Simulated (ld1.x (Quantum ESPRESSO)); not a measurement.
## u(r) = r·R(r): atom against pseudo-atom (chromium)

Columns: radius, all-electron u(r) and pseudo u(r) of the 3p shell (level -66.46 eV) of chromium in the configuration [Ne] 3s2 3p6 3d4 4s0 4p0; PBE, scalar-relativistic, TM scheme, ld1.x (Quantum ESPRESSO) 7.5.

```
r (bohr)  all-electron   pseudo
   0.088        0.4211  -0.0353
   0.175        0.5583  -0.1351
   0.262        0.3046  -0.2858
   0.350       -0.0966  -0.4695
   0.438       -0.4783  -0.6599
   0.525       -0.7700  -0.8310
   0.612       -0.9633  -0.9658
   0.700       -1.0683  -1.0535
   0.788       -1.1019  -1.0899
   0.875       -1.0847  -1.0803
   0.962       -1.0342  -1.0356
   1.050       -0.9628  -0.9662
   1.138       -0.8808  -0.8838
   1.225       -0.7961  -0.7979
   1.312       -0.7123  -0.7130
   1.400       -0.6313  -0.6314
   1.487       -0.5565  -0.5565
   1.575       -0.4872  -0.4872
   1.662       -0.4252  -0.4252
   1.750       -0.3691  -0.3691
   1.838       -0.3193  -0.3193
   1.925       -0.2760  -0.2760
   2.012       -0.2379  -0.2379
   2.100       -0.2042  -0.2042
   2.188       -0.1750  -0.1750
   2.275       -0.1499  -0.1499
```

Question: How many radial nodes do the two functions have?

Answer: The all-electron 3p function has n − l − 1 = 1; the pseudo-wave has 0, since the states of the same l below it are removed with the core.

Question: At about which radius was the pseudo-wave matched?

Answer: 1.60 bohr. The columns agree to 0.0005 from 1.40 bohr on; several derivatives are matched, so the curves merge somewhat inside the radius.

Question: Where does each function peak?

Answer: Outermost all-electron maximum near 0.79 bohr, pseudo maximum near 0.79 bohr (to the table’s step).

Question: Is the pseudo-wave norm-conserving?

Answer: Yes: the TM scheme keeps the norm inside the radius equal to the all-electron one, which fixes the energy derivative of the logarithmic derivative at the level.
